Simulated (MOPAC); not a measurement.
Input for MOPAC: PM6 on H2O2Pb (SMILES [OH][Pb][OH]), a point of a torsion scan.

```
PM6 1SCF PRECISE CHARGE=0 THREADS=1
H2O2Pb

O      1.47693570 1     0.41380162 1    -0.51684376 1
Pb    -0.18334428 1    -0.79140532 1    -0.98705460 1
O      0.22925506 1    -2.59491184 1     0.01571304 1
H      2.24167100 1     0.21854879 1     0.01585343 1
H      0.97466980 1    -2.83733235 1     0.55633594 1
```

It printed:

```
*******************************************************************************
 **                                                                           **
 **                              MOPAC v23.2.5                                **
 **                                                                           **
 *******************************************************************************
 ** MOPAC's Digital Object Identifier: https://doi.org/10.5281/zenodo.6511958 **
 **                                                                           **
 ** Please cite the open-source release paper for use of this MOPAC version:  **
 ** J. E. Moussa and J. J. P. Stewart (2026)                                  **
 ** MOPAC: An open-source semiempirical molecular orbital program             **
 ** J. Open Source Softw., 11(119), 8025, https://doi.org/10.21105/joss.08025 **
 *******************************************************************************

                              PM6 CALCULATION RESULTS

 *******************************************************************************
 *  PM6        - The PM6 Hamiltonian to be used
 *
 *
 *
 *                 CHARGE ON SYSTEM = 0
 *
 *
 *
 *  PRECISE    - TIGHTER CRITERIA TO BE USED
 *  1SCF       - DO 1 SCF AND THEN STOP
 *  THREADS=1  - MULTI-THREADING NOT USED
 *  T=         - A TIME OF 172800.0 SECONDS REQUESTED
 *  DUMP=N     - RESTART FILE WRITTEN EVERY 7200.0 SECONDS REQUESTED
 *******************************************************************************
PM6 1SCF PRECISE CHARGE=0 THREADS=1
 H2O2Pb

   ATOM   CHEMICAL          X               Y               Z
  NUMBER   SYMBOL      (ANGSTROMS)     (ANGSTROMS)     (ANGSTROMS)

     1       O          1.47693570  *   0.41380162  *  -0.51684376  *
     2      Pb         -0.18334428  *  -0.79140532  *  -0.98705460  *
     3       O          0.22925506  *  -2.59491184  *   0.01571304  *
     4       H          2.24167100  *   0.21854879  *   0.01585343  *
     5       H          0.97466980  *  -2.83733235  *   0.55633594  *



          CARTESIAN COORDINATES

    NO.       ATOM           X           Y           Z

     1         O          1.4769      0.4138     -0.5168
     2        Pb         -0.1833     -0.7914     -0.9871
     3         O          0.2293     -2.5949      0.0157
     4         H          2.2417      0.2185      0.0159
     5         H          0.9747     -2.8373      0.5563

 General Reference for PM6:
 "Optimization of Parameters for Semiempirical Methods V: Modification of NDDO Approximations
 and Application to 70 Elements", J. J. P. Stewart, J. Mol. Mod., 13, 1173-1213 (2007)
 URL: https://link.springer.com/article/10.1007/s00894-007-0233-4

           Empirical Formula: H2 O2 Pb  =     5 atoms



      MOLECULAR POINT GROUP   :   C2v


      RHF CALCULATION, NO. OF DOUBLY OCCUPIED LEVELS = 9


 -------------------------------------------------------------------------------
 PM6 1SCF PRECISE CHARGE=0 THREADS=1
 H2O2Pb



     1SCF WAS SPECIFIED, SO BFGS WAS NOT USED
     SCF FIELD WAS ACHIEVED


                              PM6 CALCULATION
                                                       MOPAC v23.2.5 Linux




          FINAL HEAT OF FORMATION =        -61.71412 KCAL/MOL =    -258.21190 KJ/MOL


          COSMO AREA              =         99.49 SQUARE ANGSTROMS
          COSMO VOLUME            =         83.06 CUBIC ANGSTROMS

          IONIZATION POTENTIAL    =         11.114494 EV
          HOMO LUMO ENERGIES (EV) =        -11.114 -1.845
          NO. OF FILLED LEVELS    =          9
          MOLECULAR WEIGHT        =        241.2146         POINT GROUP:  C2v

          MOLECULAR DIMENSIONS (Angstroms)

            Atom       Atom       Distance
            H     5    O     1     3.46033
            H     4   Pb     2     2.63187
            O     1    O     3     0.00037


          SCF CALCULATIONS        =          1





   ATOM   CHEMICAL          X               Y               Z
  NUMBER   SYMBOL      (ANGSTROMS)     (ANGSTROMS)     (ANGSTROMS)

     1       O          1.47693570  *   0.41380162  *  -0.51684376  *
     2      Pb         -0.18334428  *  -0.79140532  *  -0.98705460  *
     3       O          0.22925506  *  -2.59491184  *   0.01571304  *
     4       H          2.24167100  *   0.21854879  *   0.01585343  *
     5       H          0.97466980  *  -2.83733235  *   0.55633594  *

                             CARTESIAN COORDINATES

   1    O        1.476935700     0.413801620    -0.516843760
   2   Pb       -0.183344280    -0.791405320    -0.987054600
   3    O        0.229255060    -2.594911840     0.015713040
   4    H        2.241671000     0.218548790     0.015853430
   5    H        0.974669800    -2.837332350     0.556335940


           Empirical Formula: H2 O2 Pb  =     5 atoms



      MOLECULAR POINT GROUP   :   C2v


                  EIGENVALUES
 -27.57108 -26.77516 -19.88535 -16.35200 -13.51166 -11.85612 -11.28520 -11.19329
 -11.11449  -1.84525  -0.68391  -0.42924   6.25368   6.31388


              NET ATOMIC CHARGES AND DIPOLE CONTRIBUTIONS

  ATOM NO.   TYPE          CHARGE      No. of ELECS.   s-Pop       p-Pop
    1          O          -0.821962        6.8220     1.68454     5.13742
    2         Pb           0.985759        3.0142     1.91433     1.09991
    3          O          -0.822031        6.8220     1.68432     5.13772
    4          H           0.329089        0.6709     0.67091
    5          H           0.329145        0.6709     0.67085
 DIPOLE           X         Y         Z       TOTAL
 POINT-CHG.    -2.520     0.725    -1.790     3.175
 HYBRID         2.448    -0.708     1.740     3.086
 SUM           -0.072     0.017    -0.050     0.089


          ATOMIC ORBITAL ELECTRON POPULATIONS

     Atom    s        px        py        pz
    1  O   1.68454   1.53998   1.85666   1.74079
    2 Pb   1.91433   0.42615   0.34212   0.33163
    3  O   1.68432   1.62028   1.80075   1.71669
    4  H   0.67091
    5  H   0.67085

 **********************
 *                    *
 * JOB ENDED NORMALLY *
 *                    *
 **********************




 == MOPAC DONE ==
```

The run finished.

Cost: very roughly 0.04 core-seconds.
